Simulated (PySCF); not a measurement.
Vertical excitations of a molecule C₂H₄BNO₂ from TDDFT-PBE/def2-SVPD run with PySCF 2.14.0, as energy in eV (oscillator strength): 4.40 (0.000), 5.71 (0.075), 5.74 (0.004), 6.36 (0.000), 6.72 (0.020), 6.91 (0.001), 7.09 (0.000), 7.13 (0.145), 7.39 (0.007), 7.44 (0.024). Lowest triplet (TDA): 3.55 eV. Geometry optimised at B3LYP-D3(BJ)/def2-SVP. The values are those of a single conformer.

Question: Which molecule gave these data?
A) CC1=NB(O)O1
B) OB1C=NCO1
C) COB1N=CO1
D) OB1CN=CO1

Answer: B, OB1C=NCO1
